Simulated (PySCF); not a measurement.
## Fe(2+) (iron, charge +2) across methods

[Ar] 3d5 4s1, high-spin 7S determinant (an excited configuration). Calculation: PySCF 2.14, in aug-cc-pwCVTZ-DK (10s9p7d4f3g, 127 functions); scalar relativity by spin-free X2C-1e.

| method | E (hartree) | mean ε 3p β (eV) | mean ε 3d α (eV) | mean ε 4s α (eV) | Σ⟨r²⟩ (bohr²) | ⟨S²⟩ |
| --- | --- | --- | --- | --- | --- | --- |
| BP86 | -1271.758 | -81.630 | -33.872 | -23.472 | 19.83 | 12.000 |
| PBE | -1271.336 | -81.369 | -33.805 | -23.290 | 19.88 | 12.000 |
| B97-3 | -1271.439 | -84.844 | -36.711 | -23.965 | 19.82 | 12.001 |
| r2SCAN | -1271.565 | -82.200 | -34.468 | -23.562 | 19.77 | 12.000 |
| PBE0 | -1271.374 | -84.520 | -36.679 | -24.111 | 19.82 | 12.000 |
| LDA | -1269.013 | -81.518 | -34.024 | -23.587 | 19.84 | 12.000 |
| wB97M-V | -1271.478 | -87.197 | -39.041 | -26.168 | 19.93 | 12.000 |
| UHF | -1270.46651 | -92.310 | -44.575 | -26.168 | 19.91 | 12.001 |
